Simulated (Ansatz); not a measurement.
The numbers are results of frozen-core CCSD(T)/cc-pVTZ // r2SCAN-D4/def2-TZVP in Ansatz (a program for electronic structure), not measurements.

Ansatz 0.2 input:
```yaml
crystal:
  periodic: [false, false, false]
  atoms:
    - { symbol: N, position_ang: [0.718572, 0.138396, 1.55489] }
    - { symbol: Si, position_ang: [-0.000512, 0.001777, -0.0003] }
    - { symbol: N, position_ang: [-0.664789, -1.582731, 0.048196] }
    - { symbol: N, position_ang: [1.115314, 0.231675, -1.287307] }
    - { symbol: N, position_ang: [-1.171105, 1.219872, -0.317027] }
    - { symbol: H, position_ang: [1.321481, 0.919152, 1.76394] }
    - { symbol: H, position_ang: [0.197608, -0.141957, 2.37223] }
    - { symbol: H, position_ang: [-0.104332, -2.348795, 0.390362] }
    - { symbol: H, position_ang: [-1.285432, -1.891194, -0.68421] }
    - { symbol: H, position_ang: [1.843668, -0.446557, -1.4494] }
    - { symbol: H, position_ang: [1.434916, 1.162239, -1.510793] }
    - { symbol: H, position_ang: [-1.881743, 1.425547, 0.36815] }
    - { symbol: H, position_ang: [-1.530225, 1.33582, -1.252783] }
basis:
  gaussian: { orbitals: cc-pVTZ }
correlation:
  method: ccsd_t
```

Output:

```
Functional definition: HF
1524 factors; integrals over basis functions are off by at most 1.3e-3 eV
mean field evaluation 1: about -13915.5039 eV, gradient 5.9e1 eV
mean field evaluation 2: about -13915.6947 eV, gradient 5.9e1 eV
mean field evaluation 4: about -13922.3155 eV, gradient 3.4e0 eV
mean field evaluation 8: about -13922.3672 eV, gradient 1.4e-1 eV
mean field evaluation 16: about -13920.4720 eV, gradient 3.0e1 eV
mean field -13922.36730041 eV, -511.6375613708 hartree, gradient 1.0e-6 eV, S^2 0.000000; 0 other end points of the search recorded, 0 dependent functions left out
9 core orbitals not correlated
reference -13922.36730041 eV, -511.6375613708 hartree; 16, 16 occupied and 241, 241 virtual orbitals, 1524 factors
second order -26.76968290 eV of doubles, -0.00000000 eV of singles
cycle   1  -27.09148547 eV  change   -3.2e-1 eV  update   8.8e-2
cycle   2  -27.62749181 eV  change   -5.4e-1 eV  update   2.4e-2
cycle   3  -27.72275299 eV  change   -9.5e-2 eV  update   1.1e-2
cycle   4  -27.71343333 eV  change    9.3e-3 eV  update   2.4e-3
cycle   5  -27.71423874 eV  change   -8.1e-4 eV  update   1.2e-3
cycle   6  -27.71452783 eV  change   -2.9e-4 eV  update   3.3e-4
cycle   7  -27.71430733 eV  change    2.2e-4 eV  update   1.2e-4
cycle   8  -27.71427827 eV  change    2.9e-5 eV  update   3.9e-5
perturbative correction -1.04562088 eV, -0.0384258585 hartree
Total energy: -13951.12719956 eV, -512.6944681702 hartree
```

Cost: very roughly 23 core-minutes.
